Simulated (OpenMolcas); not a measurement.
Kr3+: effect of the basis set

| Item | Value |
| --- | --- |
| Program | OpenMolcas 26.06 |
| Method | SS-CASPT2, IPEA 0.25 Eh, imaginary shift 0.1 Eh (closed shells correlated: 3d 4s) |
| Active space | 3 electrons in 3 orbitals (4p) |
| State averaging | 2S+1 = 4 odd, 1 root; 2S+1 = 2 odd, 8 roots |
| Spin-orbit coupling | state interaction with AMFI integrals over the reference wave functions, term energies averaged over their components |

A. ANO-RCC-VDZP [5s4p2d], DKH2, point nucleus; CASPT2 step about 0.5 core-seconds
B. ANO-R1 [5s4p3d1f], X2C, finite nucleus; CASPT2 step about 0.9 core-seconds
C. ANO-RCC-VTZP [6s5p3d1f], DKH2, point nucleus; CASPT2 step of the order of 0.8 core-seconds
D. ANO-RCC-VQZP [7s6p4d2f1g], DKH2, point nucleus; CASPT2 step roughly 1.6 core-seconds
E. ANO-R2 [6s5p4d3f1g], X2C, finite nucleus; CASPT2 step of the order of 2.5 core-seconds
F. ANO-R3 [7s6p5d4f2g1h], X2C, finite nucleus; CASPT2 step of the order of 5 core-seconds

Energies in cm-1 above 4s2 4p3 4S* 3/2, the measured ground level; measured values from Saloman, J. Phys. Chem. Ref. Data 36, 215 (2007).

| Level | A | B | C | D | E | F | Measured |
| --- | --- | --- | --- | --- | --- | --- | --- |
| 4s2 4p3 4S* 3/2 | 0.0 | 0.0 | 0.0 | 0.0 | 0.0 | 0.0 | 0.0 |
| 4s2 4p3 2D* 3/2 | 20260 | 19880 | 18570 | 17940 | 17980 | 17610 | 17038 |
| 4s2 4p3 2D* 5/2 | 21710 | 21410 | 19900 | 19300 | 19320 | 18970 | 18700 |
| 4s2 4p3 2P* 1/2 | 34820 | 34650 | 33330 | 32530 | 32660 | 32040 | 31056 |
| 4s2 4p3 2P* 3/2 | 36810 | 36770 | 35180 | 34420 | 34520 | 33940 | 33406 |

Deviations, from unrounded energies. A percentage is the sum of absolute deviations over the sum of measured energies, with the sign that they share, or ± where signs differ.

```json
{"Against measurement": "mean absolute deviation (cm-1)", "Levels": "4", "A": "3400", "B": "3100", "C": "1700", "D": "1000", "E": "1100", "F": "590"}
{"Against measurement": "other terms of the ground configuration (%)", "Levels": "4", "A": "+13.4", "B": "+12.5", "C": "+6.8", "D": "+4.0", "E": "+4.3", "F": "+2.4"}
```

F lies closest to measurement on these levels and A furthest from it. The largest miss of F in the table is 4s2 4p3 2P* 1/2, by +980 cm-1. The ranking rests on the paired levels alone, and a cruder setting can come out closer through cancelling errors.

Among A to F the level of the table that moves most is 4s2 4p3 2P* 3/2, by 2900 cm-1 (lowest in F, highest in A). Moves below CASPT2's spread within the term are not significant.

CASPT2 does not keep the components of a term degenerate, so their means are used; among the terms shown or strongly mixed into the levels shown the widest spread is 210 cm-1 (4s2 4p3 2D*, E). With the s shell closed, the reference lacks s² → p² mixing. Some terms miss by over 15 % even with CASPT2, which points to a basis or an active space too small for the shells correlated (holds for A; B). The basis is small and was not contracted for so high a charge (holds for A; B). Measured partners are found by configuration, term and J. A level has none where our copy of the source lacks it or the pairing is in doubt (some pairs that miss far off the trend of their configuration count as doubtful), and it then counts in no deviation. Levels of configurations outside the active space are missing.

* marks odd parity.
